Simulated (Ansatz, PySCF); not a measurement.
Constitutional and geometric isomers with formula H2B3N. Gas-phase values, no solvent. One relaxed conformer stands for each flexible species; it need not be the lowest. Strings in code marks are SMILES.

Quantity: electronic energy of isomers of H2B3N relative to `B=BN=B`, in kJ/mol. The restricted reference of `NB1B=B1`, `B=BB=N` and `B=BN=B` is unstable towards unrestricted orbitals.

Level 1: ωB97X-D3(BJ)/def2-TZVP // B3LYP-D3(BJ)/def2-TZVP (PySCF)
Level 2: M06-2X/6-31G* // B3LYP-D3(BJ)/def2-TZVP (PySCF)
Level 3: PBE/6-31G* // B3LYP-D3(BJ)/def2-TZVP (PySCF)
Level 4: HF/cc-pVTZ // B3LYP-D3(BJ)/def2-TZVP (Ansatz, a quantum-chemistry and plane-wave program)

```csv
species,level 1,level 2,level 3,level 4
`B=BB=N`,95.3,122.4,114.4,108.8
`NB1B=B1`,208.2,195.3,153.9,301.2
```
